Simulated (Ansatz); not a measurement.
A single Gd atom.

Basis set: def2-TZVPP. Charge 0. Computed with Ansatz (development build ahead of 0.2.0); the lowest solution found for each multiplicity.

Task: How do the multiplicities compare at this shape? Give, from the lowest of each method, PBE0 (unrestricted) for 7, 9; HF (unrestricted) for 7, 9.

Result:

| method | multiplicity | E (eV) | <S²> |
| --- | --- | --- | --- |
| PBE0, unrestricted | 7 | 0.737 | 13.33 |
| PBE0, unrestricted | 9 | 0.000 | 20.30 |
| HF, unrestricted | 7 | 1.010 | 13.26 |
| HF, unrestricted | 9 | 0.000 | 20.13 |

Caution: the unrestricted determinant is a mixture of spin states.
